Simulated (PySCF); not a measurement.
# Converging SiTe in the basis (r²SCAN)

PySCF, UKS reference; singlet, unpaired electrons none; De to Si + Te without counterpoise correction.

| basis | relativity | functions | Re (Å) | ωe (cm⁻¹) | De (eV) | μ (D) |
| --- | --- | --- | --- | --- | --- | --- |
| cc-pV(D+d)Z/cc-pVDZ-PP | scalar-relativistic core potentials | 46 | 2.289 | 487 | 4.66 | -0.62 |
| x2c-SVPall | spin-free X2C | 54 | 2.283 | 491 | 4.67 | -0.42 |
| def2-TZVPP | scalar-relativistic core potentials | 92 | 2.278 | 487 | 4.70 | -0.62 |

Question: How does each smaller set differ from the one with most functions, def2-TZVPP?

Answer: cc-pV(D+d)Z/cc-pVDZ-PP: +1.1 pm, +0.0 % in ωe, -0.04 eV in De; x2c-SVPall: +0.5 pm, +0.8 % in ωe, -0.03 eV in De. All at r²SCAN; the set with most functions is neither the basis-set limit nor always the best. The rows treat relativity differently, so the differences are not basis effects alone.

A positive dipole means Si(−)Te(+). Spin–orbit coupling is left out, which matters for elements this heavy, above all for dissociation energies.
